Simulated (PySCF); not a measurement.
Identify the unknown among the candidates.

All candidates are C6H9N.

| technique | computed result |
| --- | --- |
| UV, first state | lowest singlet excitation: 6.08 eV (204 nm, f = 0.000) [TDDFT CAM-B3LYP/def2-SVPD] |
| Dipole | 1.51 D [CAM-B3LYP/def2-SVPD] |
| Triplet | lowest triplet excitation (Tamm–Dancoff): 5.47 eV [TDA CAM-B3LYP/def2-SVPD] |
| Rotational structure | rotational constants A, B, C: 8.555, 1.237, 1.180 GHz [GFN2-xTB] |
| Polarisability | 77.0 au [CAM-B3LYP/def2-SVPD] |

The electronic properties come from PySCF, for the isolated species, density fitting. Levels stand in brackets. Isolated species at its GFN2-xTB geometry (one conformer only).

Question: Which candidate is it?
A. `CCn1cccc1`
B. `CC#CC1CNC1`
C. `C/C=C(/C)CC#N`

Answer: B. It is `CC#CC1CNC1`. Numbering: `[CH3:1][C:2]#[C:3][CH:4]1[CH2:5][NH:6][CH2:7]1`. Its formula, C6H9N, gives 3 degrees of unsaturation: 1 ring and 2 π bonds in the structure found. By its constants the optimised geometry is an asymmetric top.

The others, at the same levels:
- `CCn1cccc1` fails: its computed lowest triplet excitation (Tamm–Dancoff) is 4.39 eV (against 5.47 eV), rotational constant A is 6.632 GHz (against 8.555 GHz) and smallest rotational constant is 1.732 GHz (against 1.180 GHz).
- `C/C=C(/C)CC#N` fails: its computed lowest singlet excitation is 6.74 eV (184 nm, f = 0.043) (against 6.08 eV), lowest triplet excitation (Tamm–Dancoff) is 4.21 eV (against 5.47 eV) and static isotropic polarisability is 74.2 au (against 77.0 au).

Each candidate is one conformer, not necessarily the lowest. Dipoles, sizes and rotational constants follow the conformer. The torsions of the flexible species, by atom-mapped SMILES:
- `[CH3:1][CH2:2][n:3]1[cH:4][cH:5][cH:6][cH:7]1`: C1–C2–N3–C4 -88°
- `[CH3:1]/[CH:2]=[C:3](/[CH3:4])[CH2:5][C:6]#[N:7]`: C2–C3–C5–C6 78°
